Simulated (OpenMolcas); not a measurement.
# C III: effect of correlating more closed shells

| Item | Value |
| --- | --- |
| Program | OpenMolcas 26.06 |
| Basis | ANO-RCC-VQZP [5s4p3d2f1g] |
| Scalar Hamiltonian | DKH2, point nucleus |
| Active space | 2 electrons in 8 orbitals (2s 2p 3s 3p) |
| State averaging | 2S+1 = 3 even, 3 roots; 2S+1 = 1 even, 7 roots; 2S+1 = 3 odd, 3 roots; 2S+1 = 1 odd, 3 roots |
| Spin-orbit coupling | RASSI with atomic mean-field integrals over the reference wave functions, term energies averaged over their components |

Methods on the same reference wave functions:
A. CASSCF
B. MS-CASPT2, IPEA 0.25 Eh, imaginary shift 0.1 Eh (closed shells correlated: none)
C. MS-CASPT2, IPEA 0.25 Eh, imaginary shift 0.1 Eh (closed shells correlated: 1s)

Energies in cm⁻¹ above 2s² ¹S₀, the measured ground level; measured values from Moore, Selected Tables of Atomic Spectra, NSRDS-NBS 3, section 3.

| Level | A | B | C | Measured |
| --- | --- | --- | --- | --- |
| 2s² ¹S₀ | 0.0 | 0.0 | 0.0 | 0.0 |
| 2s 2p ³P°₀ | 52854 | 52640 | 52329 | 52367 |
| 2s 2p ³P°₁ | 52881 | 52667 | 52356 | 52391 |
| 2s 2p ³P°₂ | 52935 | 52721 | 52410 | 52447 |
| 2s 2p ¹P°₁ | 112022 | 104357 | 103503 | 102352 |
| 2p² ³P₀ | 138803 | 138483 | 137383 | 137426 |
| 2p² ³P₁ | 138830 | 138510 | 137410 | 137454 |
| 2p² ³P₂ | 138883 | 138563 | 137463 | 137502 |
| 2p² ¹D₂ | 155197 | 147733 | 146788 | 145876 |
| 2p² ¹S₀ | 190809 | 183665 | 182802 | 182520 |

Deviations, from unrounded energies. A percentage is the sum of absolute deviations over the sum of measured energies, with the sign that they share, or ± where signs differ.

```csv
Against measurement,Levels,A,B,C
mean absolute deviation (cm-1),9,3700,1000,290
other configurations (%),9,+3.3,+0.9,±0.3
```

C lies closest to measurement on these levels and A furthest from it. The largest miss of C in the table is 2s 2p ¹P°₁, by +1200 cm-1. The ranking rests on the paired levels alone, and a cruder setting can come out closer through cancelling errors.

Between B and C the level of the table that moves most is 2p² ³P₁, by 1100 cm-1 (lowest in C, highest in B).

The lowest spin-free term lies below A's lowest term by 0.004 hartree in B, 0.017 hartree in C.

What an inner shell adds also hangs on whether the basis holds functions to correlate it.

Active for correlation alone: 3p 3s; no level in the range computed is led by a configuration that fills them, so any true level of that kind is missing. Measured partners are found by configuration, term and J. A level has none where our copy of the source lacks it or the pairing is in doubt (some pairs that miss far off the trend of their configuration count as doubtful), and it then counts in no deviation. Levels of configurations outside the active space are missing.

° marks odd parity.
